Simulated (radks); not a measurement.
Results of a calculation; reference values are marked as such.
Coulomb parameter of the 4f shell of the samarium ion Sm+ in the model configuration [Xe] 4f4.5 6s1 6p1.5, as a second difference U = [E(n + 0.25) + E(n - 0.25) - 2 E(n)] / (0.25)^2 with all orbitals relaxed. "Bare": the charge of the atom changes with n. "Screened": the 6p shell takes up the change at fixed total charge, which measures U(4f,4f) + U(6p,6p) - 2 U(4f,6p). Code: a radial shooting solver on a logarithmic mesh with Libxc functionals. Model: Dirac Kohn-Sham, PBE, spin-unpolarised, spherical densities, point nucleus; open shells are shared between the two j in proportion to 2j + 1.

case                     configuration  E - E(n) (eV)
start             [Xe] 4f4.5 6s1 6p1.5          0.000
bare +0.25       [Xe] 4f4.75 6s1 6p1.5         -5.177
bare -0.25       [Xe] 4f4.25 6s1 6p1.5          6.216
screened +0.25  [Xe] 4f4.75 6s1 6p1.25         -3.511
screened -0.25  [Xe] 4f4.25 6s1 6p1.75          4.086

U(bare) = 16.638 eV, U(screened by 6p) = 9.196 eV, against the Slater integral F0(4f,4f) = 28.508 eV with frozen orbitals.
